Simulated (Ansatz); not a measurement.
Born–Oppenheimer molecular dynamics of CH6BNO (10 atoms, charge 0, multiplicity 1). It starts from a relaxed structure.

These are results of Ansatz, RKS B3LYP/6-31G*, not measurements.

- ensemble: NVE (velocity Verlet)
- time step: 1 fs
- steps asked: 300
- starting velocities drawn for: 1000 K
- masses: H 10 u
- seed: 422183

First frame:

```xyz
10
Properties=species:S:1:pos:R:3
B 0.035 -0.152 0.017
N -0.039 0.005 1.424
H -0.878 -0.110 1.977
H 0.769 0.245 1.977
C 1.401 0.029 -0.762
H 1.730 -0.931 -1.181
H 1.274 0.709 -1.615
H 2.217 0.417 -0.141
O -1.077 -0.477 -0.738
H -1.878 -0.583 -0.205
```

(1) How far do the bonds stretch over the last three quarters of this one trajectory? (Pairs bonded in most of those frames.)

Results:

(1) 
```csv
bond,mean (Å),spread (Å),shortest,longest
B1–N2,1.425,0.023,1.38,1.47
B1–C5,1.591,0.046,1.50,1.68
B1–O9,1.391,0.042,1.31,1.48
N2–H3,1.018,0.038,0.95,1.08
N2–H4,1.018,0.051,0.93,1.11
C5–H6,1.107,0.041,1.04,1.20
C5–H7,1.102,0.036,1.04,1.18
C5–H8,1.101,0.027,1.04,1.16
O9–H10,0.973,0.028,0.91,1.04
```

Mean temperature of the second half: 496 K. The conserved energy stayed within 0.89 meV per atom of its start (net change 0.77 meV per atom), so the integration is sound. Over the second half the temperature averaged 0.50 of the 1000 K drawn at the start: a run that starts near a minimum puts about half its kinetic energy into the potential. A run of 0.3 ps of so small a system gives no equilibrium averages.

Time of the run: 15 min on 1 thread of Intel(R) Xeon(R) Platinum 8259CL CPU @ 2.50GHz (Skylake/Cascade Lake) (shared host), peak memory 0.16 GiB.
